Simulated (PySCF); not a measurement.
## Magnetisability: `InChI=1S/C4H8AsNSi/c5-7-4-2-1-3-6/h3,6H,4-5,7H2/b6-3-`

Geometry (Å), atoms numbered from 1 in this order:
```xyz
15

N    -3.718   -0.361    1.009
C    -2.848    0.486    0.660
C    -1.659    0.239   -0.066
C    -0.703   -0.079   -0.735
C     0.499   -0.396   -1.445
Si    1.931   -0.625   -0.169
As    1.712    1.055    1.426
H    -3.516   -1.318    0.720
H    -3.024    1.521    0.948
H     0.744    0.417   -2.131
H     0.360   -1.304   -2.030
H     3.166   -0.672   -0.973
H     1.759   -1.956    0.436
H     3.135    0.888    1.873
H     2.160    2.113    0.457
```

Method: GIAO KT3/pcSseg-1 magnetisability, rotational g tensor and spin-rotation constants, non-relativistic, gas phase (PySCF 2.14.0). Geometry: GFN2-xTB.

The calculation is non-relativistic, which matters for the atoms heavier than Zn.

(1) What are the magnetisability and the molar susceptibility?

(2) Split it along the inertial axes a, b, c into diamagnetic and paramagnetic parts about the centre of mass, with the quadrupole moment.

(3) And the rotational g tensor?

Answers

(1) Isotropic -1470 × 10⁻³⁰ J/T², or -88.6 × 10⁻⁶ cm³/mol; principal values -1561, -1514, -1336 × 10⁻³⁰ J/T², anisotropy 205 × 10⁻³⁰ J/T² (root of half the summed squared differences of the principal values). The susceptibility is in cgs units.

(2) 
```csv
axis,χ (10⁻⁶ cm³/mol),diamagnetic (10⁻⁶ cm³/mol),paramagnetic (10⁻⁶ cm³/mol),summed x² of all electrons (Å²),quadrupole Θ (D Å)
a,-91.1,-691.0,599.9,372.9,-13.68
b,-88.1,-1722.5,1634.4,129.8,+6.87
c,-86.5,-2132.6,2046.1,33.1,+6.80
```
Anisotropies 2χaa − χbb − χcc = -7.6 and 2χbb − χaa − χcc = +1.3 × 10⁻⁶ cm³/mol. Θ is traceless in Buckingham's convention.

(3) 
| axis | rotational constant (GHz) | g | nuclear part | electronic part |
| --- | --- | --- | --- | --- |
| a | 2.0549 | -0.0163 | 0.5629 | -0.5791 |
| b | 0.7041 | -0.0106 | 0.5301 | -0.5406 |
| c | 0.5594 | -0.0088 | 0.5289 | -0.5377 |

Asymmetric top; isotopes 75As, 12C, 1H, 14N, 28Si; no vibrational averaging.
